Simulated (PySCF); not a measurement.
Species: trifluoroacetate, C₂F₃O₂ (charge -1).
Atom-mapped SMILES: `[O:1]=[C:2]([O-:3])[C:4]([F:5])([F:6])[F:7]`

The dihedral O3–C2–C4–F6 (about C2–C4) is held at set values while the rest relaxes with GFN2-xTB, each point from its own start; single points follow at PBE0/pcSseg-1 (PySCF, gas phase, no added dispersion term).

Q: Give the torsional profile, with energies above the lowest point.

A: 
```json
{"dihedral (°)": "0", "PBE0/pcSseg-1 (kcal/mol)": "0.0", "GFN2-xTB (kcal/mol)": "0.0", "O3···F6 (Å)": "2.70", "C2–C4 (Å)": "1.652", "O3–C2–C4 (°)": "113.1", "C2–C4–F6 (°)": "114.7"}
{"dihedral (°)": "30", "PBE0/pcSseg-1 (kcal/mol)": "0.1", "GFN2-xTB (kcal/mol)": "0.0", "O3···F6 (Å)": "2.75", "C2–C4 (Å)": "1.652", "O3–C2–C4 (°)": "112.6", "C2–C4–F6 (°)": "114.1"}
{"dihedral (°)": "60", "PBE0/pcSseg-1 (kcal/mol)": "0.0", "GFN2-xTB (kcal/mol)": "0.0", "O3···F6 (Å)": "2.90", "C2–C4 (Å)": "1.652", "O3–C2–C4 (°)": "112.1", "C2–C4–F6 (°)": "113.2"}
{"dihedral (°)": "90", "PBE0/pcSseg-1 (kcal/mol)": "0.0", "GFN2-xTB (kcal/mol)": "0.0", "O3···F6 (Å)": "3.14", "C2–C4 (Å)": "1.652", "O3–C2–C4 (°)": "112.7", "C2–C4–F6 (°)": "112.6"}
{"dihedral (°)": "120", "PBE0/pcSseg-1 (kcal/mol)": "0.0", "GFN2-xTB (kcal/mol)": "0.0", "O3···F6 (Å)": "3.36", "C2–C4 (Å)": "1.652", "O3–C2–C4 (°)": "113.2", "C2–C4–F6 (°)": "113.0"}
{"dihedral (°)": "150", "PBE0/pcSseg-1 (kcal/mol)": "0.0", "GFN2-xTB (kcal/mol)": "0.0", "O3···F6 (Å)": "3.52", "C2–C4 (Å)": "1.652", "O3–C2–C4 (°)": "112.6", "C2–C4–F6 (°)": "114.1"}
{"dihedral (°)": "180", "PBE0/pcSseg-1 (kcal/mol)": "0.0", "GFN2-xTB (kcal/mol)": "0.0", "O3···F6 (Å)": "3.57", "C2–C4 (Å)": "1.652", "O3–C2–C4 (°)": "112.1", "C2–C4–F6 (°)": "114.7"}
{"dihedral (°)": "210", "PBE0/pcSseg-1 (kcal/mol)": "0.1", "GFN2-xTB (kcal/mol)": "0.0", "O3···F6 (Å)": "3.52", "C2–C4 (Å)": "1.653", "O3–C2–C4 (°)": "112.7", "C2–C4–F6 (°)": "113.9"}
{"dihedral (°)": "240", "PBE0/pcSseg-1 (kcal/mol)": "0.0", "GFN2-xTB (kcal/mol)": "0.0", "O3···F6 (Å)": "3.36", "C2–C4 (Å)": "1.653", "O3–C2–C4 (°)": "113.1", "C2–C4–F6 (°)": "113.1"}
{"dihedral (°)": "270", "PBE0/pcSseg-1 (kcal/mol)": "0.0", "GFN2-xTB (kcal/mol)": "0.0", "O3···F6 (Å)": "3.14", "C2–C4 (Å)": "1.652", "O3–C2–C4 (°)": "112.7", "C2–C4–F6 (°)": "112.6"}
{"dihedral (°)": "300", "PBE0/pcSseg-1 (kcal/mol)": "0.0", "GFN2-xTB (kcal/mol)": "0.0", "O3···F6 (Å)": "2.90", "C2–C4 (Å)": "1.652", "O3–C2–C4 (°)": "112.1", "C2–C4–F6 (°)": "113.1"}
{"dihedral (°)": "330", "PBE0/pcSseg-1 (kcal/mol)": "0.0", "GFN2-xTB (kcal/mol)": "0.0", "O3···F6 (Å)": "2.75", "C2–C4 (Å)": "1.652", "O3–C2–C4 (°)": "112.6", "C2–C4–F6 (°)": "114.1"}
```

Each energy column counts from its own lowest point. The ion is computed bare, without counter-ion or solvent.

Q: Where are the low and high points of the PBE0/pcSseg-1 curve on this grid?

A: Below both neighbours: 0° (synperiplanar, 0.0), 60° (synclinal, 0.0), 120° (anticlinal, 0.0), 180° (antiperiplanar, 0.0), 240° (anticlinal, 0.0), 300° (synclinal, 0.0). Above both neighbours: 30° (0.1), 90° (0.0), 150° (0.0), 210° (0.1), 270° (0.0), 330° (0.0) kcal/mol. The highest point lies 0.1 kcal/mol above the lowest; in GFN2-xTB the span is 0.0, with the lowest point at 0°, 30°, 60°, 90°, 120°, 150°, 180°, 210°, 240°, 270°, 300° and 330°.

Q: How much does C2–C4 change along the scan?

A: From 1.652 Å (at 0°, 30°, 60°, 90°, 120°, 150°, 180°, 270°, 300° and 330°) to 1.653 Å (at 210° and 240°).
